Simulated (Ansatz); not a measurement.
Species: GeSiH4, charge 0, singlet. A triplet may lie lower; no result for it is given here. GeSiH4 (SMILES [SiH3][GeH]).
B3LYP-D3(BJ)/def2-TZVP minimum from Ansatz (a first-principles code):
```
Si
H 1 1.4851
H 1 1.4887 2 107.73
H 1 1.4887 2 107.73 3 -116.18
Ge 1 2.4711 2 113.86 3 121.91
H 5 1.5996 1 87.71 2 180.00
```

Total energies in def2-TZVPP, 12 correlated electrons, 19 frozen orbitals. Open shells are spin-unrestricted; no spin-orbit coupling. Cores are frozen in correlated methods (noble-gas shells, and filled d and f shells in the p block). No relativity. The restricted determinant of H4GeSi ([SiH3][GeH], singlet) is unstable towards broken spin symmetry in at least one set run.

```
method    program  energy (Eh)  minus CCSDT(Q) (mEh)
--------  -------  -----------  --------------------
HF         Ansatz  -2366.58960                281.36
MP2        Ansatz  -2366.81547                 55.49
CCSD       Ansatz  -2366.86014                 10.81
CCSD(T)    Ansatz  -2366.86914                  1.82
UCCSD(T)   Ansatz  -2366.86881                  2.15
CCSDT(Q)   Ansatz  -2366.87096                  0.00
```

Rough core times of Ansatz's runs on a shared machine: CCSD(T) under 20 s, UCCSD(T) 80 s, CCSDT(Q) 20 min.
